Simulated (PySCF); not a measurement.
C2H3ClN2Si, SMILES Cl[SiH]1N=CC=N1. Atoms are numbered in the order given.

```xyz
9

Cl     2.0224    -0.4007     0.0000
Si     0.2549     0.6299     0.0000
N     -0.7965     0.1162     1.3465
C     -1.8272    -0.3526     0.7638
C     -1.8272    -0.3526    -0.7638
N     -0.7965     0.1162    -1.3465
H      0.5174     2.0863     0.0000
H     -2.6946    -0.7446     1.3224
H     -2.6946    -0.7446    -1.3224
```
Charge 0, spin multiplicity 1.

The structure is a stationary point at PBE0-D3(BJ)/def2-SVP. The structure was generated by enumeration, and PubChem lists no compound with its InChIKey, so it may never have been made.

The numbers are results of PBE/pcSseg-1 (PySCF), not measurements.

GIAO shieldings, no solvent; atoms alike by connectivity are averaged. δ = σ(ref) − σ: ³⁵Cl against HCl (σ = 936.5 ppm); ²⁹Si against TMS (σ = 335.4 ppm); ¹⁵N against NH3 (σ = 267.0 ppm); ¹³C against TMS (σ = 182.0 ppm); ¹H against TMS (σ = 31.49 ppm), references at their B3LYP-D3(BJ)/def2-TZVP geometries, non-relativistic (without spin–orbit terms, shifts of atoms bonded to Cl or Br come out too high).

```tsv
atoms	nucleus	count	δ (ppm)
Cl1	³⁵Cl	1	[?]
Si2	²⁹Si	1	26.0
N3, N6	¹⁵N	2	[?]
C4, C5	¹³C	2	[?]
H8, H9	¹H	2	8.64
H7	¹H	1	6.18
```

**Question.** Complete the blanks. (Estimate from the structure and the level; the computed values follow.)

**Answer.** 
- C4, C5, δ (ppm): 175.7
- Cl1, δ (ppm): 9.2
- N3, N6, δ (ppm): 416.6
